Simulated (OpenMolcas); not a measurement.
Pd2+.

```json
{"Program": "OpenMolcas", "Method": "CASSCF", "Basis": "ANO-RCC-VTZP [7s6p4d2f1g]", "Scalar Hamiltonian": "DKH2, point nucleus", "Active space": "8 electrons in 6 orbitals (4d 5s)", "State averaging": "2S+1 = 3 even, 55 roots; 2S+1 = 5 even, 10 roots kept (CI in the orbitals of an earlier block); 2S+1 = 1 even, 43 roots kept (CI in the orbitals of an earlier block)", "Spin-orbit coupling": "RASSI with atomic mean-field integrals over the reference wave functions, term energies averaged over their components"}
```

Levels without dynamic correlation, in cm-1 above 4d8 3F4:

```
  Level      E
4d8 3P1  17536
4d8 1G4  22041
4d8 1S0  51902
```

On this reference, MS-CASPT2, IPEA 0.25 Eh, imaginary shift 0.1 Eh (closed shells correlated: 4s 4p) puts 4d8 3P1 at 13500 cm-1.

**Question.** Estimate the other levels at that method by one scale factor, and say how well it serves.

**Answer.** The factor is 13500 / 17536 = 0.770. Scaled values beside those that MS-CASPT2 gives and measured ones (Moore, Atomic Energy Levels, vol. III, NSRDS-NBS 35 (1971 reprint of NBS Circular 467, 1958)):
```
  Level  Scaled  MS-CASPT2  Miss (%)  Measured
4d8 1G4   16972      18210      -6.8     17880
4d8 1S0   39965      41840      -4.5
```
For these levels the scaled values miss MS-CASPT2 by up to 6.8 %, as correlation changes each term by its own factor, spin-orbit parts do not scale and CASPT2 has its own spread within terms. This holds within one configuration; levels of others move differently, and the target method has errors of its own against measurement.

CASPT2 breaks the degeneracy within a term, and the mean is taken; among the terms shown or strongly mixed into the levels shown the widest spread is 1500 cm-1 (4d8 1G, MS-CASPT2). Terms from blocks run as CI alone lack orbitals of their own. Without dynamic correlation excited terms often stand tens of per cent too high (terms of higher spin than the ground term too low), and those without a measured partner can miss by more than the paired ones (holds for CASSCF). Measured partners are found by configuration, term and J. A level has none where our copy of the source lacks it or the pairing is in doubt (some pairs that miss far off the trend of their configuration count as doubtful), and it then counts in no deviation. Only configurations of the active space appear.
